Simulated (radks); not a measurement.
Effect of the nuclear size on neutral cobalt, [Ar] 3d7 4s2. Method: Dirac Kohn-Sham, BLYP, spin-unpolarised, spherical densities, finite nucleus; open shells fill j = l - 1/2 first; Fermi nuclear charge, rms radius 3.7875 fm; computed with a radial shooting solver on a logarithmic mesh with Libxc functionals. The rms radius is varied about that value; shifts are against it.

rms radius (fm)  total energy shift (eV)  density at nucleus (e/bohr^3)  1s1/2 shift (meV)  2s1/2 shift (meV)  2p1/2 shift (meV)  3s1/2 shift (meV)
3.0717                           -0.0463                      1.741e+04              -19.6              -1.80              0.181             -0.254
3.4807                           -0.0210                      1.731e+04              -8.89             -0.813              0.082             -0.115
3.7875                                 0                      1.724e+04              0.000              0.000              0.000              0.000
4.1663                            0.0282                      1.717e+04               12.0               1.09             -0.110              0.155
4.6245                            0.0657                      1.708e+04               27.9               2.55             -0.257              0.362

Slopes of the eigenvalues against <r^2> in GHz/fm^2, as finite differences over the two radii next to the reference (eigenvalue slopes, not the field-shift constants of lines): 1s1/2 962, 2s1/2 88.0, 2p1/2 -8.88, 3s1/2 12.5.
